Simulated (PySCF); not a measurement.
Be(tBu)(OSiH3), SMILES [C]([Be][O][SiH3])(C)(C)C (C4H12BeOSi) (GFN2-xTB optimised geometry):

```
19

Be    -0.024    -0.047     0.001
C      1.729    -0.094     0.018
C      2.292    -0.882    -1.178
C      2.370     1.304    -0.031
C      2.257    -0.781     1.290
H      3.383    -0.914    -1.131
H      2.009    -0.420    -2.121
H      1.925    -1.906    -1.181
H      2.089     1.833    -0.938
H      2.063     1.906     0.821
H      3.459     1.222    -0.011
H      1.948    -0.243     2.184
H      1.890    -1.802     1.366
H      3.349    -0.815     1.277
O     -1.424    -0.043     0.000
Si    -3.044    -0.043     0.000
H     -3.459    -0.744    -1.215
H     -3.459     1.360     0.000
H     -3.459    -0.744     1.215
```

Method: PBE0/def2-SVP in PySCF.

Question: What are the frontier orbital energies and the dipole moment?

Answer: HOMO-2 -8.79 eV, HOMO-1 -8.79 eV, HOMO -7.23 eV, LUMO 0.13 eV, LUMO+1 0.83 eV; dipole moment 0.64 D.

On the same geometry PySCF with PBE/def2-SVP gives HOMO-2 -7.36 eV, HOMO-1 -7.36 eV, HOMO -5.95 eV, LUMO -0.67 eV, LUMO+1 0.00 eV; dipole moment 0.69 D.

Meta-Löwdin charges at PBE0/def2-SVP: Be1 1.24, C2 -0.41, C3 -0.30, C4 -0.30, C5 -0.30, H6 0.08, H7 0.09, H8 0.09, H9 0.09, H10 0.09, H11 0.08, H12 0.09, H13 0.09, H14 0.08, O15 -1.12, Si16 0.77, H17 -0.12, H18 -0.12, H19 -0.12.
